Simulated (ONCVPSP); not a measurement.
# Transferability test, ONCV potential for carbon

- Element: C
- Generator: ONCVPSP 4.0.1
- Type: optimised norm-conserving Vanderbilt (ONCV)
- Functional: PBEsol
- Relativity: scalar-relativistic
- Frozen core: [He]
- Valence charge: 4
- Reference configuration: 2s2 2p1 (charge +1)
- Partial waves: 2s: rc 1.30 bohr, ncon 4, nbas 9, qcut 6.1 1/bohr, 2 projectors, debl 2 Ha; 2p: rc 2.65 bohr, ncon 4, nbas 7, qcut 4.3 1/bohr, 2 projectors, debl 1.3 Ha; d scattering state at 0.02 Ha: rc 2.80 bohr, ncon 4, nbas 7, qcut 3.8 1/bohr, 2 projectors, debl 3.2 Ha
- Local potential: polynomial inside 0.90 bohr (lpopt 4, dvloc0 0 Ha)
- Core correction: Teter function, fcfact 2.75, rcfact 1.35

Energies are relative to the spin-unpolarised reference configuration 2s2 2p1; without spin polarisation the order of configurations can differ from experiment.

```
valence configuration  charge  ΔE all-electron (eV)  error AE − PS (meV)
              2s1 2p0      +3                71.982                +1050
              2s1 2p3       0                -2.362                 +297
```

What are ΔE and the potential's error for 2s2 2p2?

ΔE = -10.789 eV all-electron; the error (AE − PS) is +150 meV.

What are ΔE and the potential's error for 2s2 2p0?

ΔE = 24.019 eV all-electron; the error (AE − PS) is +435 meV.

Levels in the configuration 2s1 2p0:

| level | all-electron (eV) | pseudo (eV) |
| --- | --- | --- |
| 2s | -55.834 | -55.127 |
